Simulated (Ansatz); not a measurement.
Reaction (redistribution): `[OH][SnH]([OH])[Cl]` + `CC[SiH2][SiH2]F` → `[OH][SnH]([Cl])[SiH2]F` + `CC[SiH2]O`

Gas-phase electronic energies from Ansatz, PBE0-D4/def2-TZVP geometries. CCSD(T)/CBS adds triple-zeta CCSD(T) − MP2 to the extrapolated MP2 energy (def2 sets, frozen cores). Functionals use def2-TZVPP. def2 core potentials past Kr. For Sn outer-core shells are correlated without core-valence functions, which leaves a few kJ/mol of doubt a bond. Each species was taken in one conformer, which may not be the lowest.

CCSD(T)/CBS gives -0.87 eV.

Another level gave -0.94 eV. Which?
A. ωB97M-V/def2-TZVPP
B. PBE-D4/def2-TZVPP
C. ωB97X-V/def2-TZVPP
D. HF/def2-TZVPP

A. ωB97M-V -0.94, ωB97X-V -0.85, HF/def2-TZVPP -1.00, PBE-D4 -0.80 eV.

Largest T1 diagnostic among the species: 0.013.

From PBE to PBE0 (25 % exact exchange), in def2-TZVPP and without D4, ΔE moves by −0.06 eV. In def2-TZVPP, CCSD(T) changes the Hartree–Fock value by +0.13 eV (the triples alone add +0.03 eV) and MP2 by +0.07 eV.
